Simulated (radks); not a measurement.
Initial-state core-level shifts of neutral dysprosium when its valence configuration changes from [Xe] 4f10 6s2. All-electron calculation, Dirac Kohn-Sham, PBE, spin-unpolarised, spherical densities, finite nucleus; open shells fill j = l - 1/2 first; Fermi nuclear charge, rms radius 5.2218 fm. Program: a radial shooting solver on a logarithmic mesh with Libxc functionals. Shifts are changes of the shell-averaged eigenvalues in eV (positive: less bound); the change of the density at the nucleus, which sets a Mossbauer isomer shift, is in e/bohr^3, on a base of 7.403e+05.

valence               3s       4s       4d       5p  density at nucleus
4f8 6s2 6p2      -23.342  -22.484  -21.622  -12.318             +121.71
4f10 5d2          +0.988   +1.022   +1.063   +1.141              -54.87
4f10 6s1 6p1      -1.224   -1.234   -1.241   -1.281              -24.34
4f9 5d1 6s2       -7.563   -7.275   -6.902   -3.065              +38.93
4f8.5 6s1.5 6p2  -17.332  -16.811  -16.225   -9.700              +68.13
4f9 6s2 6p1      -10.653  -10.382  -10.035   -6.049              +54.44
4f9.5 6s2 6p0.5   -5.014   -4.915   -4.765   -2.974              +25.24
4f10 5d1 6s1      +0.733   +0.752   +0.776   +0.818              -29.34
